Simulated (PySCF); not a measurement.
# Shieldings and the share of exact exchange

Molecule: `CCN[SiH3]`, C₂H₉NSi.

Bonds (- single, = double, # triple, : aromatic): C1-C2 1.519 Å, C2-N3 1.447 Å, N3-Si4 1.730 Å. C1 carries H5, H6, H7; C2 carries H8, H9; N3 carries H10; Si4 carries H11, H12, H13.

GIAO shieldings (ppm, equivalent atoms averaged) in PySCF on the PBE0-D3(BJ)/def2-SVP geometry, basis pcSseg-2, gas phase, non-relativistic:

```tsv
functional	exact exchange (%)	σ(C2)	σ(Si4)
BLYP	0	127.8	374.5
BP86	0	133.0	381.8
PBE	0	133.1	383.0
B3LYP	20	134.2	385.6
mPW1PW91	25	139.8	395.8
BHandHLYP	50	142.0	403.1
HF	100	153.1	436.7
```

Task: Fit each shielding as a line in the percentage of exact exchange.

Result: σ(C2) = 131.5 + 0.22 x (rms 2.1 ppm); σ(Si4) = 378.8 + 0.56 x (rms 3.6 ppm). The functionals also differ in their semilocal parts, which the line can't hold; Hartree–Fock has no correlation at all.

Task: What does the line predict for PBE0 (25 %), and what does the run give?

Result: σ(C2): 137.0 predicted, 140.4 computed; σ(Si4): 392.8 predicted, 396.9 computed ppm.
